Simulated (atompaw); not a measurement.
# Which change was made? (S, PAW (atompaw))

```
Element                 : sulfur
Generator               : atompaw 4.2.0.5
Type                    : PAW
Functional              : LDA (PW92)
Relativity              : non-relativistic
Frozen core             : [Ne]
Valence charge          : 6
Reference configuration : 3s2 3p4
Partial waves           : 3s (bound): rc 1.65 bohr; 3s channel at -0.7 Ry: rc 1.65 bohr; 3p (bound): rc 1.65 bohr; 3p channel at 0.2 Ry: rc 1.65 bohr
Local potential         : ultrasoft scheme with l = 2 at 1 Ry, radius 1.65 bohr
Core correction         : smooth core density matched at 1.35 bohr
Augmentation charge     : gaussian compensation charge, radius 1.40 bohr; PAW radius 1.65 bohr; waves and projectors: custom rrkj vanderbiltortho
```

Cutoffs, loose and tight: the cutoffs (Ry, on a coarse ladder) from which the occupation-weighted sum of valence levels, in a spherical-Bessel basis at the reference potential, stays within 10 and 1 mRy of its value at 400 Ry. They see the waves, projectors and local potential, not the compensation charge or the core.

The base gives: outcome: generated, no UPF (negative core plus compensation charge); cutoff, loose: 18 Ry; cutoff, tight: 30 Ry; bound ghosts: none.

Q: After one change the result is: outcome: generated, no UPF (negative core plus compensation charge); cutoff, loose: 12 Ry; cutoff, tight: 21 Ry; bound ghosts: none. Which change was it?
A. wave 3p (bound): rc 1.65 bohr becomes 3p (bound): rc 1.36 bohr
B. core correction smooth core density matched at 0.82 bohr
C. augmentation gaussian compensation charge, radius 1.40 bohr; PAW radius 1.65 bohr; waves and projectors: custom polynom vanderbiltortho

A: A. The others give: augmentation gaussian compensation charge, radius 1.40 bohr; PAW radius 1.65 bohr; waves and projectors: custom polynom vanderbiltortho → outcome: generated, no UPF (negative core plus compensation charge); cutoff, loose: 15 Ry; cutoff, tight: 25 Ry; bound ghosts: none | core correction smooth core density matched at 0.82 bohr → outcome: generated; cutoff, loose: 18 Ry; cutoff, tight: 30 Ry; bound ghosts: none.
